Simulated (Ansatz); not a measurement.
**Worked example: a bond strength in [SiCl3]+ (SMILES Cl[Si+](Cl)Cl)**

[SiCl3]+: 4 atoms, total charge +1, spin state singlet. As SMILES, `Cl[Si+](Cl)Cl`. The shape was relaxed beforehand at B3LYP/def2-SVP.

```xyz
4

Cl   -1.5786   -0.6314    1.0053
Si    0.0000    0.0000    0.0000
Cl    1.7977   -0.6793    0.4560
Cl   -0.2191    1.3107   -1.4612
```

Wanted: the dissociation energy of the Cl3–Si2 bond into doublet Cl and doublet [SiCl2]+ (shapes relaxed at B3LYP/def2-SVP, no zero-point term). 1 Eh = 2625.50 kJ/mol = 27.2114 eV. Totals in Eh; open shells run unrestricted unless said.

| level | program | [SiCl3]+ | doublet Cl | doublet [SiCl2]+ |
| --- | --- | --- | --- | --- |
| wB97M-V/def2-TZVP | Ansatz | -1669.887237 | -460.125146 | -1209.588378 |
| B2PLYP/def2-TZVP, 20 core orbitals frozen | Ansatz | -1669.456370 | -460.021138 | -1209.269689 |
| MP2/def2-TZVP, 20 core orbitals frozen | Ansatz | -1667.963381 | -459.632119 | -1208.154184 |

Problem. Work out the dissociation energy at each level.

Solution. 
1. wB97M-V/def2-TZVP: (-460.125146) + (-1209.588378) − (-1669.887237) = 0.173713 Eh = 456.1 kJ/mol = 4.73 eV.
2. B2PLYP/def2-TZVP: (-460.021138) + (-1209.269689) − (-1669.456370) = 0.165543 Eh = 434.6 kJ/mol = 4.50 eV.
3. MP2/def2-TZVP: (-459.632119) + (-1208.154184) − (-1667.963381) = 0.177078 Eh = 464.9 kJ/mol = 4.82 eV.

The levels span 435 to 465 kJ/mol; no measured value is set beside them. A bond enthalpy at 298 K also holds the loss of zero-point energy and thermal terms.
